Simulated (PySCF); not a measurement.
# LDA on Hg⁺ (mercury, charge +1)

Configuration: [Xe] 4f14 5d10 6s1, 2S determinant. All numbers are calculated (PySCF 2.14, scalar relativity through the core potential, in aug-cc-pwCVDZ-PP with ECP60MDF (6s6p5d3f, 70 functions)).

- Total energy: -152.8888 hartree
- One-electron energy: -263.0155 hartree
- Hartree (Coulomb) energy: 123.5302 hartree
- Exchange-correlation energy: -13.4036 hartree
- ⟨S²⟩: 0.7505
- ⟨L²⟩: 0.000
- Sum of ⟨r⟩: 25.69 bohr
- Sum of ⟨r²⟩: 42.41 bohr²

```
shell  electrons  mean orbital energy (eV)  rms radius, mean of both spins (bohr)
 5s α          1                   -126.25                                  0.968
 5s β          1                   -126.17                                  0.968
 5p α          3                   -75.899                                   1.12
 5p β          3                   -75.803                                   1.12
 5d α          5                   -19.183                                   1.61
 5d β          5                   -18.885                                   1.61
 6s α          1                   -15.393                                   2.66
```

Energies and moments cover only the electrons outside the core potential. Spin-orbit coupling, which splits the p, d and f shells strongly at this Z, is absent.
